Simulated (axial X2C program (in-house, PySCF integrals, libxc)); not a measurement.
**Testing model relations on KI⁺**

A bond curve at the PBE0 level, 2c, was computed with an axial X2C code built on PySCF integrals (basis I dyall-cv3z [11s12p8d4f1g], K dyall-cv3z [11s12p6d3f] (cores contracted in-house)) for the state Ω = 3/2 (⟨Sz⟩ = 0.50, ⟨Lz⟩ = 1.00 at PBE0). Its fit gives Re = 3.5498 Å, ωe = 84.9 cm⁻¹, ωexe = 0.815 cm⁻¹ and αe = 4.709e-04 cm⁻¹; the masses are 126.9045 and 38.9637 u. Two-component means X2C with spin–orbit coupling and atomic mean-field Coulomb and Gaunt terms.

Task: Find the reduced mass, Be and the force constant.

Result: From the PBE0 values: μ = 29.8108 u. Be = 16.8576/(μ Re²) = 0.04488 cm⁻¹. k = 5.8918×10⁻⁷ μ ωe² = 0.127 mdyn/Å.

Task: A Morse curve ties αe to the other constants (Pekeris). How well does that hold?

Result: αe(Morse) = 6Be²/ωe × (√(ωexe/Be) − 1) = 4.642e-04 cm⁻¹; the PBE0 curve gives 4.709e-04 cm⁻¹, a ratio of 0.99.

Task: Where do the fundamental and the first overtone lie?

Result: ν(1←0) = ωe − 2ωexe = 83.3 cm⁻¹; ν(2←0) = 2ωe − 6ωexe = 164.9 cm⁻¹.

Task: Estimate the centrifugal constant by the Kratzer relation.

Result: D = 4Be³/ωe² = 5.02e-08 cm⁻¹.

Task: Estimate De from a Morse curve and compare with the computed well depth of 0.296 eV to I + K+.

Result: De(Morse) = ωe²/(4ωexe) = 0.274 eV against 0.296 eV computed, a ratio of 0.93. For De the Morse form works well here.

One determinant describes the state; a PBE0 search over occupations chose it and may have missed a lower one. De is counted from the lowest determinant-based energies of the atoms at the same level, without counterpoise correction. Density functionals use the spin component along the axis (collinear). PBE0 can misorder states that lie within some tenths of an eV, so this need not be the ground state of the molecule. The nearest other 2c determinant of the search, Ω = 1/2, lies 0.24 eV up at the distance of the search. The functionals have no current-density term, which raises determinants with orbital currents, atoms included. The atomic limit has a lower orbital projection than the molecule and lies lower at mean-field level, so De may be about a tenth of an eV too small.
